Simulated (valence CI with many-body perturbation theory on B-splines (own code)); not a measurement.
**E1 line list for Ce⁵³⁺**

Calculated by relativistic CI+MBPT: three valence electrons over a frozen Dirac-Fock core [He], radial functions for each j: 11 s, 11 p, 9 d, 7 f, 5 g, 2 h, 1 i, with the one-electron correlation potential Σ1 (screened to all orders), the two-electron term Σ2, the three-electron term Σ3, Breit, model QED; selected single and double excitations, second order for the rest (own B-spline code, finite nucleus).

The last digits are not significant, and no measured levels were compared; by estimate large intervals hold to a few tenths of a per cent, small ones and those within an open d or f shell to about a per cent.

Lines 51 to 100 of 283 in falling wavelength, among levels below 7221.1 eV, chosen from the strongest by gf and those to the six lowest levels. Wavelengths and rates use the calculated energies. Electric multipoles are in the length gauge, E1 and E2 with the static RPA response of the core. Weak lines are less certain than strong ones. Lines between different terms over intervals too small for the method are left out, as are lines whose strength nearly cancels. The highest levels of a list are the least certain.

Levels are named by their leading jj configuration (3d3/2^4 stands for four electrons in 3d with j = 3/2), which in mixed levels can hold well under half, so a name can repeat and another be missing. Letters in brackets count levels of one name in rising energy.

```csv
λ vac (nm),Upper,Lower,A (s⁻¹),S (a.u.) with core polarisation,S without
5.771,(2s 2p1/2 2p3/2) J=1/2,(2s^2 2p3/2) J=3/2,1.02e+10,1.94e-03,1.94e-03
5.762,(2s 2p3/2 3p3/2) J=1/2 [a],(2s 2p3/2 3s) J=3/2 [a],1.47e+11,2.78e-02,2.78e-02
5.752,(2s 2p1/2 2p3/2) J=3/2 [b],(2s^2 2p3/2) J=3/2,7.07e+09,2.66e-03,2.66e-03
5.738,(2s 2p3/2 3p3/2) J=1/2 [b],(2s 2p3/2 3s) J=1/2,1.41e+11,2.62e-02,2.62e-02
5.361,(2s 2p3/2 3p3/2) J=5/2 [a],(2s 2p3/2 3s) J=5/2,1.04e+11,4.74e-02,4.74e-02
5.002,(2p1/2^2 2p3/2) J=3/2,(2s 2p1/2 2p3/2) J=5/2,4.94e+10,1.22e-02,1.22e-02
4.399,(2p1/2^2 2p3/2) J=3/2,(2s 2p1/2 2p3/2) J=3/2 [a],1.56e+10,2.63e-03,2.63e-03
4.019,(2s^2 2p3/2) J=3/2,(2s 2p1/2^2) J=1/2,1.48e+09,1.89e-04,1.90e-04
2.006,(2s 2p1/2 2p3/2) J=3/2 [a],(2s^2 2p1/2) J=1/2,7.00e+09,1.12e-04,1.12e-04
1.949,(2s 2p3/2^2) J=5/2,(2s^2 2p3/2) J=3/2,2.72e+11,5.96e-03,5.97e-03
1.908,(2p1/2 2p3/2^2) J=3/2,(2s 2p1/2 2p3/2) J=1/2,6.80e+11,9.33e-03,9.35e-03
1.859,(2p1/2 2p3/2 3d3/2) J=5/2 [a],(2s 2p1/2 3d3/2) J=5/2,4.22e+11,8.03e-03,8.04e-03
1.851,(2p1/2 2p3/2^2) J=5/2,(2s 2p1/2 2p3/2) J=3/2 [b],8.08e+11,1.52e-02,1.52e-02
1.847,(2p1/2 2p3/2 3d5/2) J=9/2,(2s 2p1/2 3d5/2) J=7/2,6.60e+11,2.05e-02,2.06e-02
1.844,(2p1/2 2p3/2 3p3/2) J=7/2,(2s 2p1/2 3p3/2) J=5/2,7.76e+11,1.92e-02,1.93e-02
1.843,(2p3/2^3) J=3/2,(2s 2p3/2^2) J=3/2,1.88e+12,2.33e-02,2.33e-02
1.833,(2p1/2 2p3/2 3d5/2) J=7/2 [a],(2s 2p1/2 3d5/2) J=5/2 [a],6.31e+11,1.53e-02,1.54e-02
1.830,(2s 2p3/2 3d5/2) J=7/2 [b],(2s^2 3d5/2) J=5/2,1.02e+12,2.48e-02,2.48e-02
1.830,(2p1/2 2p3/2 3s) J=5/2,(2s 2p1/2 3s) J=3/2,4.71e+11,8.55e-03,8.57e-03
1.829,(2p1/2 2p3/2 3d3/2) J=5/2 [b],(2s 2p1/2 3d3/2) J=3/2 [b],6.53e+11,1.18e-02,1.18e-02
1.824,(2p1/2 2p3/2 3p3/2) J=5/2 [a],(2s 2p1/2 3p3/2) J=3/2 [a],6.23e+11,1.12e-02,1.12e-02
1.823,(2s 2p3/2 3p3/2) J=5/2 [b],(2s^2 3p3/2) J=3/2,1.15e+12,2.06e-02,2.07e-02
1.821,(2p1/2 2p3/2 3d3/2) J=7/2,(2s 2p1/2 3d3/2) J=5/2,6.57e+11,1.57e-02,1.57e-02
1.817,(2p1/2 2p3/2 3d5/2) J=7/2 [b],(2s 2p1/2 3d5/2) J=5/2 [b],3.77e+11,8.94e-03,8.96e-03
1.817,(2p1/2 2p3/2 3p1/2) J=3/2 [b],(2s 2p1/2 3p1/2) J=1/2 [b],7.79e+11,9.23e-03,9.24e-03
1.808,(2p1/2 2p3/2 3p1/2) J=5/2,(2s 2p1/2 3p1/2) J=3/2,6.57e+11,1.15e-02,1.15e-02
1.806,(2p1/2 2p3/2 3d5/2) J=3/2 [b],(2s 2p1/2 3d5/2) J=5/2 [b],6.27e+11,7.29e-03,7.30e-03
1.804,(2s 2p3/2 3d3/2) J=5/2 [b],(2s^2 3d3/2) J=3/2,1.04e+12,1.80e-02,1.80e-02
1.801,(2s 2p3/2 3p1/2) J=1/2,(2s^2 3p1/2) J=1/2,1.32e+12,7.61e-03,7.62e-03
1.801,(2s 2p3/2 3s) J=1/2,(2s^2 3s) J=1/2,1.30e+12,7.51e-03,7.52e-03
1.800,(2p1/2 2p3/2 3d3/2) J=3/2 [a],(2s 2p1/2 3d3/2) J=3/2 [a],7.17e+11,8.26e-03,8.28e-03
1.797,(2s 2p3/2 3p1/2) J=3/2 [b],(2s^2 3p1/2) J=1/2,1.20e+12,1.38e-02,1.38e-02
1.795,(2s 2p3/2 3d5/2) J=5/2 [b],(2s^2 3d5/2) J=5/2,1.20e+12,2.05e-02,2.06e-02
1.790,(2s 2p3/2 3d3/2) J=3/2 [b],(2s^2 3d3/2) J=3/2,1.00e+12,1.14e-02,1.14e-02
1.790,(2s 2p3/2 3s) J=3/2 [b],(2s^2 3s) J=1/2,1.21e+12,1.37e-02,1.37e-02
1.789,(2s 2p3/2 3p3/2) J=3/2,(2s^2 3p3/2) J=3/2,1.18e+12,1.34e-02,1.34e-02
1.789,(2p1/2 2p3/2 3d5/2) J=7/2 [b],(2s 2p1/2 3d5/2) J=7/2,4.14e+11,9.36e-03,9.38e-03
1.788,(2s 2p3/2 3d5/2) J=3/2 [b],(2s^2 3d5/2) J=5/2,1.33e+12,1.51e-02,1.51e-02
1.762,(2p1/2 2p3/2^2) J=3/2,(2s 2p1/2 2p3/2) J=5/2,1.19e+11,1.29e-03,1.29e-03
1.757,(2s 2p1/2 2p3/2) J=1/2,(2s^2 2p1/2) J=1/2,1.49e+12,7.99e-03,8.00e-03
1.755,(2s 2p1/2 2p3/2) J=3/2 [b],(2s^2 2p1/2) J=1/2,1.24e+12,1.32e-02,1.33e-02
1.742,(2p1/2 2p3/2^2) J=1/2,(2s 2p1/2 2p3/2) J=3/2 [b],1.54e+12,8.04e-03,8.05e-03
1.741,(2p1/2 2p3/2^2) J=1/2,(2s 2p1/2 2p3/2) J=1/2,6.60e+11,3.44e-03,3.44e-03
1.731,(2s 2p3/2^2) J=1/2,(2s^2 2p3/2) J=3/2,1.22e+12,6.24e-03,6.25e-03
1.728,(2s 2p3/2^2) J=3/2,(2s^2 2p3/2) J=3/2,2.12e+12,2.16e-02,2.16e-02
1.728,(2p1/2^2 2p3/2) J=3/2,(2s 2p1/2^2) J=1/2,9.13e+11,9.30e-03,9.31e-03
1.712,(2p1/2 2p3/2^2) J=5/2,(2s 2p1/2 2p3/2) J=5/2,9.04e+11,1.34e-02,1.35e-02
1.681,(2p1/2 2p3/2^2) J=3/2,(2s 2p1/2 2p3/2) J=3/2 [a],1.02e+12,9.53e-03,9.55e-03
1.635,(2p1/2 2p3/2^2) J=5/2,(2s 2p1/2 2p3/2) J=3/2 [a],1.89e+10,2.45e-04,2.45e-04
1.550,(2p1/2 2p3/2^2) J=1/2,(2s 2p1/2 2p3/2) J=3/2 [a],1.88e+10,6.91e-05,6.92e-05
```
